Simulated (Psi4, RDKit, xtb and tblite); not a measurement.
Conformational energy of SMILES C#CCCB, singlet. Scanned: dihedral H6–B1–C2–C3 and dihedral B1–C2–C3–C4; all other coordinates were relaxed at GFN2-xTB. Points at φ and −φ are mirror images. Heavy atoms are numbered in the order of the SMILES BCCC#C, hydrogens after them in the order of the atoms that carry them; the mirror image has the same energies with the sign of each dihedral reversed.

GFN2-xTB (xtb and tblite); PBE/def2-SVP // GFN2-xTB (Psi4); PBE-D3(BJ)/def2-SVP // GFN2-xTB (Psi4); UFF // GFN2-xTB (RDKit).

Energies in kcal/mol at chosen points (x: dihedral H6–B1–C2–C3 (°); y: dihedral B1–C2–C3–C4 (°)), relative to x = -60, y = 180:

| method | (120, -30) | (0, 150) | (120, 0) | (-120, -60) | (0, -30) | (-90, -150) | (-60, 150) |
|---|---|---|---|---|---|---|---|
| GFN2-xTB | 1.7 | -0.3 | 3.5 | 0.6 | 0.9 | 1.4 | 1.0 |
| PBE/def2-SVP | 1.1 | -0.9 | 3.2 | 0.7 | 0.0 | 1.7 | 1.1 |
| PBE-D3(BJ)/def2-SVP | 0.7 | -0.8 | 3.0 | 0.5 | -0.2 | 1.7 | 1.1 |
| UFF | 10.8 | 3.1 | 10.6 | 1.3 | 5.8 | 4.9 | 2.4 |
